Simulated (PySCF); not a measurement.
# Frontier orbitals and the lowest excitations

Compound: C5H10O3.
Z-matrix (Å and degrees, PBE0-D3(BJ)/def2-SVP geometry), rows numbered from 1:
```
O 
C   1  1.4023
C   2  1.5194  1  113.03
C   3  1.5250  2  112.62  1  -178.34
O   4  1.4053  3  110.83  2   176.14
C   5  1.3913  4  111.70  3   -55.81
O   6  1.3882  5  112.96  4    60.29
C   7  1.4061  6  111.37  5   -60.77
H   1  0.9631  2  108.00  3   -62.53
H   2  1.1035  1  106.13  3  -120.17
H   2  1.1092  1  111.94  3   124.17
H   3  1.1065  2  109.17  1    62.93
H   4  1.1004  3  111.69  2   -64.49
H   4  1.1123  3  109.37  2    54.55
H   6  1.1163  5  109.52  4   -62.15
H   6  1.0980  5  107.33  4   178.68
H   8  1.0978  3  111.39  2    63.01
H   8  1.1124  3  109.16  2   -55.47
```

Method: PySCF, TDDFT PBE0/def2-SVPD, vertical, gas phase, core orbitals frozen in the response.

Frontier orbitals with the atoms that hold most of them (Löwdin shares over 4%, at most four atoms; ? is withheld):

| orbital | ε (eV) | atoms |
| --- | --- | --- |
| LUMO+2 | 1.18 | C6 13%, O7 12%, H11 8%, O5 8% |
| LUMO+1 | 0.84 | H14 15%, C4 13%, H10 9%, H13 8% |
| LUMO | 0.38 | O1 26%, H9 19%, C2 12%, H12 10% |
| HOMO | -7.81 | ? |
| HOMO-1 | -7.91 | ? |
| HOMO-2 | -8.27 | O1 50%, C2 11%, O7 8%, C3 7% |
| HOMO-3 | -9.27 | O5 25%, O7 19%, C4 13%, C8 12% |

Problem. Give the leading atoms of the HOMO.

Solution. O7 (bonded to 2 C) 39%; O5 (bonded to 2 C) 23%; C3 (bonded to 3 C and H) 11%; C8 (bonded to C, O and 2 H) 9%. By element: oxygen 62% or more, carbon 20% or more.

Problem. Give the leading atoms of the HOMO-1.

Solution. O5 (bonded to 2 C) 34%; O7 (bonded to 2 C) 17%; C6 (bonded to 2 O and 2 H) 8%; H15 (bonded to C) 7%. By element: oxygen 51% or more, carbon 8% or more, hydrogen 7% or more.

Problem. How does S1 compare with the orbital gap of 8.19 eV?

Solution. S1 is at 7.05 eV (f = 0.0045), 1.15 eV below the gap, made of HOMO-2→LUMO (56%), HOMO-1→LUMO (29%), HOMO→LUMO (10%). Its leading pair isn't HOMO and LUMO; the energies of that pair differ by 8.65 eV. Without the coupling terms of the response equations the lowest excitation would equal the gap.

Problem. One configuration dominates each of S2, S4 and S5. Which, and how do the shares of the two leading atoms of either orbital change from the occupied to the empty one?

Solution. 
- S2 (7.24 eV, f 0.0065), HOMO→LUMO (85%): O7 39% → at most 10%, O5 23% → at most 10%, O1 at most 9% → 26%, H9 at most 9% → 19%
- S4 (7.55 eV, f 0.0003), HOMO→LUMO+1 (82%): O7 39% → at most 8%, O5 23% → at most 8%, H14 at most 9% → 15%, C4 at most 9% → 13%
- S5 (7.70 eV, f 0.056), HOMO-1→LUMO+1 (78%): O5 34% → at most 8%, O7 17% → at most 8%, H14 at most 7% → 15%, C4 at most 7% → 13%

The run took 57 s (with the writing of density and orbital grids) on an Intel Xeon Platinum 8375C at 2.90 GHz with one thread, no GPU (shared host), and the process peaked at 1.0 GiB of memory.

One conformer stands for the species.

Without π bonds the low states are Rydberg-like; a valence basis with one diffuse set may place them up to an eV too high.
